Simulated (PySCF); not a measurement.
CH7ClOSi3, SMILES O[Si@H]1[SiH2]C[Si@@H]1Cl. Geometry: PBE-D3(BJ)/def2-SVP. The structure was generated by enumeration; whether it is a known compound was not checked. Other conformers were not sampled.

Computed equilibrium geometry at PBE-D3(BJ)/def2-SVP (PySCF confirms it by a frequency run) as Cartesian coordinates in Å (one conformer of several):
```xyz
13

O      2.5819    -0.5287     1.0001
Si     1.4669    -0.0005    -0.1645
Si    -0.1295    -1.6732    -0.7619
C     -1.2164    -1.0834     0.7167
Si    -0.5533     0.6968     0.8265
Cl    -1.4823     1.8039    -0.7041
H      3.2359    -1.1691     0.6672
H      2.1142     0.8674    -1.2152
H      0.2783    -3.1226    -0.6683
H     -0.8122    -1.4435    -2.0827
H     -0.8797    -1.6299     1.6264
H     -2.3142    -1.1997     0.6185
H     -0.7591     1.4382     2.1207
```
